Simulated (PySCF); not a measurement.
## Potential energy of ZnF along the bond

Set-up: PySCF, scalar-relativistic core potentials, basis sets Zn cc-pVDZ-PP with ECP10, F cc-pVDZ. Energies in eV from Zn + F in their ground configurations at the same level. All curves are PBE0. state 1: ²Σ⁺ (doublet), unpaired electrons σ ↑; state 2: quartet, unpaired electrons σ ↑, π ↑↑, a mixture of terms (⟨Lz²⟩ = 2.0), a second solution, started from another occupation.

```json
{"R (Å)": "1.525", "state 1": "-1.749", "state 2": "6.6479"}
{"R (Å)": "1.596", "state 1": "-2.348", "state 2": "5.8366"}
{"R (Å)": "1.667", "state 1": "-2.666", "state 2": "5.2610"}
{"R (Å)": "1.720", "state 1": "-2.774", "state 2": "4.9363"}
{"R (Å)": "1.773", "state 1": "-2.800", "state 2": "4.6787"}
{"R (Å)": "1.826", "state 1": "-2.765", "state 2": "4.4732"}
{"R (Å)": "1.897", "state 1": "-2.652", "state 2": "4.2622"}
{"R (Å)": "1.986", "state 1": "-2.441", "state 2": "4.0751"}
{"R (Å)": "2.092", "state 1": "-2.141", "state 2": "3.9318"}
{"R (Å)": "2.234", "state 1": "-1.731", "state 2": "3.8298"}
```

**Question.** Put a parabola through the three lowest points of the state 1 curve and estimate Re, k and ωe (reduced mass 14.65 u; 1 eV/Å² = 0.16022 mdyn/Å; ωe = 1302.8·√(k/μ) cm⁻¹).

**Answer.** Through R = 1.72, 1.773, 1.826 Å the second-order coefficient is 10.9 eV/Å², so Re ≈ 1.769 Å, k ≈ 3.48 mdyn/Å and ωe ≈ 635 cm⁻¹. A polynomial fit of higher order to the unrounded PBE0 energies gives Re = 1.767 Å, k = 3.55 mdyn/Å, ωe = 642 cm⁻¹; anharmonicity and rounding make the difference.

The higher-order fit for each curve: state 1: Re = 1.767 Å, ωe = 642 cm⁻¹, De = 2.80 eV; state 2: Re = 2.517 Å, ωe = 120 cm⁻¹, minimum 3.78 eV above the ground-state fragments.

Counting both spins, an empty level lies below a filled one in some of these solutions, because spin and occupation are held. The state was picked by a PBE0 search and need not be the measured ground state.
